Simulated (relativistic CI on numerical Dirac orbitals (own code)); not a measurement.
# Se4+: calculation against measurement

Calculated at this level of theory: Dirac-Coulomb-Breit CI, orbitals from a KLI potential per configuration, QED by a radiative potential, valence Slater integrals scaled by 0.85, P86 correlation energy added to each configuration (own radial code, finite nucleus).

CI space (outside the closed core [Ar] 3d10): 4s², 4s4p, 4p², 4s4d, 4s4f, 4d², 4p4d, 4s5s, 4s5p, 4f², 4p4f, 4s5d, 4s6s, 4s6p, 4p5s, 4s5f. Levels of other configurations are missing.

```tsv
Configuration	Term (tabulated)	J	Measured (cm⁻¹)	Computed	Error	Purity (%)
4s²	1S	0	0.0	0	0	98
4s4p	3P°	0	89749.0	86539	-3210	100
4s4p	3P°	1	91350.0	88081	-3269	99
4s4p	3P°	2	94960.0	91531	-3429	100
4s4p	1P°	1	131733.0	129152	-2581	97
4p²	3P	0	211794.0	209132	-2662	98
4p²	1D	2	213203.0	210144	-3059	67
4p²	3P	1	214091.0	211305	-2786	100
4p²	3P	2	218615.0	215547	-3068	82
4p²	1S	0	248787.0	245304	-3483	95
4s4d	3D	1	257536.0	254186	-3350	100
4s4d	3D	2	257750.0	254386	-3364	100
4s4d	3D	3	258082.0	254694	-3388	100
4s4d	1D	2	279038.0	277138	-1900	80
4s5s	3S	1	287422.0	284390	-3032	100
4s5s	1S	0	295381.0	292845	-2536	100
4s5p	3P°	0	326298.0	322569	-3729	99
4s5p	3P°	1	326631.0	322962	-3669	96
4s5p	3P°	2	327843.0	324171	-3672	99
4s5p	1P°	1	329640.0	326808	-2832	93
4p4d	3F°	2	351880.0	348695	-3185	78
4p4d	3F°	3	353241.0	350305	-2936	77
4p4d	3F°	4	355112.0	352402	-2710	73
4s4f	1F°	3	358148.0	359763	1615	75
4p4d	1D°	2	363473.0	358497	-4976	95
4s4f	³F° (computed)	2	372695.0	371935	-760	72
4s4f	3F°	3	373227.0	371954	-1273	64
4p4d	3D°	1	373386.0	370062	-3324	61
4s4f	3F°	4	374294.0	372892	-1402	73
4p4d	3P°	0	376667.0	372725	-3942	99
4p4d	3P°	1	377057.0	373152	-3905	61
4p4d	3D°	3	377171.0	373674	-3497	79
4p4d	3D°	2	377216.0	373588	-3628	65
4s5d	3D	1	384101.0	380762	-3339	100
4s5d	3D	2	384207.0	380844	-3363	100
4s5d	3D	3	384376.0	380972	-3404	100
4s5d	1D	2	386684.0	385145	-1539	99
4s6s	3S	1	395720.0	392289	-3431	100
4s6s	1S	0	398817.0	395382	-3435	100
4p4d	1P°	1	399060.0	396009	-3051	68
4p5s	3P°	0	401867.0	397404	-4463	97
4p5s	3P°	1	402722.0	398661	-4061	77
4p4d	1F°	3	404273.0	401222	-3051	65
4p5s	3P°	2	407500.0	402519	-4981	94
```

Measured levels from measured levels as listed in Rauch et al., Astron. Astrophys. 606, A105 (2017); pairs were made by configuration, J and term (by order where the table uses no LS term), so strongly mixed levels may be paired wrongly.

Mean error by configuration (cm⁻¹): 4s4p -3122; 4p² -3012; 4s4d -3001; 4s5s -2784; 4s5p -3476; 4p4d -3473; 4s4f -455; 4s5d -2911; 4s6s -3433; 4p5s -4502. Over the excited levels the mean absolute error is 3123 cm⁻¹ (43 of the 45 excited levels that our extract of the source holds in range could be paired, and the others can miss by more), and the median relative error of those above 1,000 cm⁻¹ is 1 %.
